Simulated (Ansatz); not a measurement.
`[SiH3]BCl` + `O[SiH3]` → `[SiH3]BO[SiH3]` + HCl at 700 K and 1 bar (ligand exchange at a B–Cl bond).

Gas-phase electronic energies from Ansatz, PBE0-D4/def2-TZVP geometries. CCSD(T)/CBS is the MP2 limit (def2-TZVPP, def2-QZVPP) plus CCSD(T) − MP2 in def2-TZVPP, frozen cores. This one scheme is used for every species. One conformer a species, not always the lowest.

```tsv
species	CCSD(T)/CBS energy (Eh)	H − E (kJ/mol)	S (J/(mol·K))
`[SiH3]BCl`	-776.06195	155.3	393.5
`O[SiH3]`	-366.69042	144.6	321.6
`[SiH3]BO[SiH3]`	-682.38605	259.2	485.8
HCl	-460.38127	38.4	211.8
```

H − E and S are ideal-gas, rigid-rotor, harmonic terms from PBE0-D4/def2-TZVP, for one conformer and one mirror image of each species. 1 Eh = 2625.50 kJ/mol, R = 8.31446 J/(mol·K).

**Question.** By hand: ΔE, ΔH, ΔS and ΔG.

**Answer.** ΔE = (-682.38605) + (-460.38127) − (-776.06195) − (-366.69042) = -0.01495 Eh = -39.3 kJ/mol. Δ(H − E) = 259.2 + 38.4 − 155.3 − 144.6 = -2.3, so ΔH = -41.6 kJ/mol. ΔS = 485.8 + 211.8 − 393.5 − 321.6 = -17.5 J/(mol·K). ΔG = -41.6 − 700 × (-17.5)/1000 = -29.4 kJ/mol.

**Question.** By hand: the equilibrium constant, and the temperature at which ΔG would vanish if ΔH and ΔS stayed fixed.

**Answer.** log₁₀ K = −ΔG/(RT ln 10) = 2.2. ΔG = 0 at ΔH/ΔS = 2377 K, though so small a ΔS makes that figure unsure.

ΔH outweighs TΔS. A doubt of 5 kJ/mol in ΔE shifts log₁₀ K by 0.4 here. Other conformers and mirror images would add mixing entropy, several J/(mol·K) or more a flexible species. Modes under 60 cm⁻¹, often nearly free rotors, make the harmonic entropy too high. These are equilibria of isolated gas molecules and say nothing of rates. Largest T1 diagnostic: 0.014 (customary marks: 0.02 for closed shells, 0.045 for open ones).
